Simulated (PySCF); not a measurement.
# How methods differ on the excitation energy of Ir

Ir [Xe] 4f14 5d7 6s2 (4F) → Ir [Xe] 4f14 5d7 6s1 6p1 (high-spin determinant), as a difference of total energies. Computed with PySCF 2.14 in def2-TZVPPD with the def2 core potential (60 electrons) (6s5p3d2f1g, 59 functions), with scalar relativity through the core potential. Correlated levels: valence: 5s2 5p6 frozen; valence and next inner shell: nothing frozen outside the core potential. The calculations carry no spin-orbit coupling.

```
                            method  excitation energy (eV)
                               UHF                   2.363
                               PBE                   3.987
                              PBE0                   3.708
                            r2SCAN                   3.706
                             wB97X                   4.520
                              PW91                   3.997
                             M06-L                   4.087
                              BP86                   4.049
                     MP2 (valence)                   3.649
                 SCS-MP2 (valence)                   3.893
MP2 (valence and next inner shell)                   3.841
```

Task: Estimate what LDA gives.

Result: 4.283 eV, closest to M06-L among the rows shown.

Task: Estimate what SCS-MP2 (valence and next inner shell) gives.

Result: 3.987 eV, closest to PBE among the rows shown.

The determinant of the upper state mixes LS terms, which raises its energy above the lowest term, most at the Hartree-Fock and MP2 levels.
